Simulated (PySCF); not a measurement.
Oxygen: a sound run and one with changed settings

Sound run: O⁺ [He] 2s2 2p3, O²⁺ [He] 2s2 2p2. All numbers are calculated (PySCF 2.14, the non-relativistic Hamiltonian (point nucleus), in 6-31G*). In the sound run the correlated levels freeze 1s2. The sound run starts from symmetry-adapted Hartree-Fock orbitals and uses a fine grid where one is needed.

Changed run: all electrons correlated in a basis built for the valence shell.

```
species   method  sound run (hartree)  changed run (hartree)  converged
     O⁺      MP2            -74.40172              -74.40290        yes
     O⁺  CCSD(T)            -74.41769              -74.41877        yes
    O²⁺      MP2            -73.11429              -73.11551        yes
    O²⁺  CCSD(T)            -73.13686              -73.13790        yes
```

Ionisation energy of O⁺:

```tsv
method	sound run (eV)	changed run (eV)
UHF	34.661	34.661
MP2	35.033	35.032
SCS-MP2	34.860	34.857
CCSD	34.851	34.853
CCSD(T)	34.853	34.854
```

A valence basis has no tight correlating functions, so it recovers only part of the core correlation, and not evenly between atom and ion.

For comparison, NIST gives 35.121 eV between the lowest levels.
